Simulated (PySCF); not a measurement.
# C⁺ (carbon, charge +1) across methods

[He] 2s2 3s1, 2S determinant (an excited configuration). All numbers are calculated (PySCF 2.14, no relativity, point nucleus, in aug-cc-pVQZ (6s5p4d3f2g, 80 functions)). The B2PLYP total includes its PT2 part (frozen core); its orbital energies are those of the SCF part.

| method | E (hartree) | mean ε 2s α (eV) | mean ε 2s β (eV) | mean ε 3s α (eV) | Σ⟨r²⟩ (bohr²) | ⟨S²⟩ |
| --- | --- | --- | --- | --- | --- | --- |
| PBE0 | -36.8462 | -34.841 | -34.551 | -8.672 | 24.31 | 0.750 |
| LDA | -36.5060 | -32.964 | -32.719 | -8.080 | 24.25 | 0.750 |
| wB97X | -36.8866 | -37.427 | -37.267 | -10.028 | 24.66 | 0.750 |
| UHF | -36.76863 | -39.196 | -38.693 | -9.809 | 25.24 | 0.750 |
| HSE06 | -36.8498 | -34.431 | -34.129 | -8.307 | 24.33 | 0.750 |
| B2PLYP | -36.8773 | -36.477 | -36.135 | -8.986 | 24.49 | 0.750 |
| r2SCAN | -36.8553 | -33.449 | -33.300 | -8.130 | 24.58 | 0.750 |
| wB97M-V | -36.9073 | -37.196 | -36.945 | -9.835 | 23.82 | 0.750 |

(1) Estimate the same row for PBE.

The outer electron is Rydberg-like, and this basis confines it to a smaller radius and binds it less than a complete one would.

## Answers

(1) E (hartree) = -36.8377; mean ε 2s α (eV) = -33.096; mean ε 2s β (eV) = -32.851; mean ε 3s α (eV) = -8.154; Σ⟨r²⟩ (bohr²) = 24.12; ⟨S²⟩ = 0.750.
